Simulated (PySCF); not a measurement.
C2H6ClFSn, SMILES [CH3][Sn]([CH3])([F])[Cl].

Coordinates come from a PBE-D3(BJ)/def2-SVP optimisation. The structure was generated by enumeration; whether it is a known compound was not checked. The def2 effective core potentials stand for the cores of Sn; spin–orbit coupling is left out.

Calculation: PBE-D3(BJ)/def2-SVP in PySCF.

Frequencies are harmonic and unscaled.

Computed normal modes with their intensities:
| mode | ν (cm⁻¹) | IR (km/mol) | moving atoms (share of kinetic energy) |
|---|---|---|---|
| 1 | 28 | 0.0 | H 100 % |
| 2 | 33 | 0.0 | H 98 % |
| 3 | 112 | 0.1 | C 55 %, H 27 % |
| 4 | 117 | 1.7 | C 40 %, Cl 31 %, H 19 % |
| 5 | 129 | 1.5 | C 39 %, H 23 %, Sn 21 %, Cl 13 % |
| 6 | 151 | 11.2 | F 56 %, Sn 14 %, Cl 14 %, C 10 % |
| 7 | 160 | 17.8 | F 52 %, C 19 %, Sn 15 %, H 11 % |
| 8 | 357 | 41.4 | Cl 77 %, Sn 20 % |
| 9 | 491 | 8.6 | C 76 %, H 18 % |
| 10 | 531 | 25.1 | C 66 %, H 18 %, Sn 17 % |
| 11 | 598 | 49.2 | F 86 %, Sn 14 % |
| 12 | 709 | 18.8 | H 85 %, C 14 % |
| 13 | 712 | 0.0 | H 85 %, C 15 % |
| 14 | 756 | 44.6 | H 81 %, C 17 % |
| 15 | 762 | 61.5 | H 81 %, C 17 % |
| 16 | 1144 | 0.9 | H 81 %, C 19 % |
| 17 | 1152 | 1.8 | H 83 %, C 17 % |
| 18 | 1373 | 0.3 | H 95 % |
| 19 | 1377 | 7.3 | H 95 % |
| 20 | 1379 | 1.7 | H 95 % |
| 21 | 1386 | 5.3 | H 95 % |
| 22 | 2998 | 0.4 | H 98 % |
| 23 | 2998 | 0.9 | H 98 % |
| 24 | 3121 | 0.2 | H 90 %, C 10 % |
| 25 | 3121 | 0.5 | H 90 %, C 10 % |
| 26 | 3127 | 0.0 | H 90 %, C 10 % |
| 27 | 3127 | 0.2 | H 90 %, C 10 % |
